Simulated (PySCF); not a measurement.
Molecule: C5H14SSi, SMILES CSC[Si](C)(C)C, singlet. Atoms near the plane z = 0.0 Å, at the GFN2-xTB optimised geometry (x, y, z in Å): C1 (2.4, -1.7, 0.0), S2 (0.6, -1.7, 0.0), C3 (0.3, 0.0, 0.0), Si4 (-1.6, 0.4, 0.0), C6 (-1.7, 2.3, 0.0), H8 (2.8, -1.2, -0.9), H9 (2.7, -2.8, 0.0), H10 (2.8, -1.2, 0.9), H11 (0.8, 0.5, -0.9), H12 (0.8, 0.5, 0.9), H16 (-2.8, 2.6, 0.0), H17 (-1.3, 2.8, -0.9), H18 (-1.3, 2.8, 0.9).

Calculation: CAM-B3LYP/def2-SVP in PySCF 2.14.0. Cells within 0.4 Å of a nucleus heavier than hydrogen are left out (blank, or x). The values are rescaled to run from 0 to 1.

```
|0000000000000000000000000|
|0000000000000000000000000|
|0000000000000000000000000|
|0003662111000000000000000|
|0029998444200000000000000|
|0059999656410000000000000|
|0059999xx4410000000000000|
|00179982x5410000000000000|
|0000246899500000000000000|
|0000015866421111000000000|
|0000012062275453100000000|
|00000121xx195x65100000000|
|000001305169xx44100000000|
|0000002311686463001100000|
|0000001111137983135420000|
|0000000000035105754641000|
|0000000000262xx49xx331000|
|0000000000486x2684x751000|
|0000000000589865379995000|
|0000000000468751189998100|
|0000000000145420079998100|
|0000000000011100049995000|
|0000000000000000004630000|
|0000000000000000000000000|
|0000000000000000000000000|
```
Scale: ten equal steps from 0.000 (start of '0') to 1.00 (end of '9'), in the order '0123456789'; x runs from -5.00 to 5.00, y from -5.00 (bottom) to 5.00 (top).

Q: Which quantity is mapped?
A) deformation density (molecule minus spherical neutral atoms)
B) an orbital amplitude
C) log10 of the electron density
D) electron localisation function

A: D, electron localisation function
